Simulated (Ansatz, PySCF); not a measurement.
Constitutional and geometric isomers with formula C2H6OSi. All species are isolated molecules in the gas phase. One relaxed conformer stands for each flexible species; it need not be the lowest. Strings in code marks are SMILES. Quantity: electronic energy of isomers of C2H6OSi relative to `C[Si](C)=O`. Level 1: PBE-D3(BJ)/def2-TZVP // B3LYP-D3(BJ)/def2-TZVP (PySCF). Level 2: frozen-core CCSD(T)/cc-pVTZ // B3LYP-D3(BJ)/def2-TZVP (Ansatz, an electronic-structure program).

| case | level 1 (kcal/mol) | level 2 (kcal/mol) |
|---|---|---|
| `O[SiH]1CC1` (H–O–Si–C torsion 31°) | 18.8 | 16.3 |
| `C=CO[SiH3]` (C–C–O–Si torsion 180°) | 26.5 | 21.7 |
| `C/C=[SiH]\O` (C–Si–O–H torsion 0°) | 28.3 | 26.2 |
| `O=CC[SiH3]` (O–C–C–Si torsion 97°) | 32.1 | withheld |
| `C=C(O)[SiH3]` (Si–C–O–H torsion 0°) | 45.3 | 42.9 |
| `COC=[SiH2]` (C–O–C–Si torsion 0°) | 72.0 | 73.1 |

**Question.** Fit level 2 = a + b·x to the 5 complete rows by least squares, with x = level 1 in kcal/mol. Give a, b and the rms residual, and predict the withheld value.

**Answer.** Means of the 5 rows: x̄ = 38.18, ȳ = 36.04 kcal/mol. Σ(x − x̄)² = 1804.1 and Σ(x − x̄)(y − ȳ) = 1949.5, so b = 1.081 and a = ȳ − b·x̄ = -5.23 kcal/mol. The rms residual is 1.10 kcal/mol. At x = 32.1 the line gives 29.5 kcal/mol. The run for `O=CC[SiH3]` (O–C–C–Si torsion 97°) gave 30.0 kcal/mol, so the line is off by 0.5 kcal/mol, within twice the rms residual.

Codes: Ansatz, PySCF.
